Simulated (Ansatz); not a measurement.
Reaction: H3SiO (SMILES O[SiH2], doublet) → H3SiO (SMILES [O][SiH3], doublet)
Each species at its own B3LYP-D3(BJ)/def2-TZVP minimum (Ansatz, an electronic-structure program).

Total energies in hartree (Ansatz). Radicals and triplets start from unrestricted determinants; spin-orbit coupling is neglected. Correlated methods leave the cores frozen. No relativity.

```csv
species,HF/cc-pV(T+d)Z,CCSD(T)/cc-pV(T+d)Z,HF/cc-pV(Q+d)Z,CCSD(T)/cc-pV(Q+d)Z,CCSDT(Q)/cc-pV(T+d)Z
"1: H3SiO (SMILES O[SiH2], doublet)",-365.58688,-365.97059,-365.59778,-366.00748,-365.97176
"2: H3SiO (SMILES [O][SiH3], doublet)",-365.56711,-365.92715,-365.57757,-365.96269,-365.92871
```

**Question.** Work out the isomerisation energy (electronic) in kcal/mol: take Hartree-Fock from cc-pV(Q+d)Z, extrapolate the CCSD(T) correlation energy as X^-3 (X = 3, 4), and add CCSDT(Q) - CCSD(T) in cc-pV(T+d)Z. 1 hartree = 627.51 kcal/mol.

**Answer.** 
Species 1: correlation (64·(-0.40970) - 27·(-0.38371))/37 = -0.42867; step -0.00117; E1 = -365.59778 + (-0.42867) + (-0.00117) = -366.02762
Species 2: correlation (64·(-0.38512) - 27·(-0.36004))/37 = -0.40342; step -0.00156; E2 = -365.57757 + (-0.40342) + (-0.00156) = -365.98255
-1·E1 +1·E2 = 0.04507 hartree = 28.3 kcal/mol.
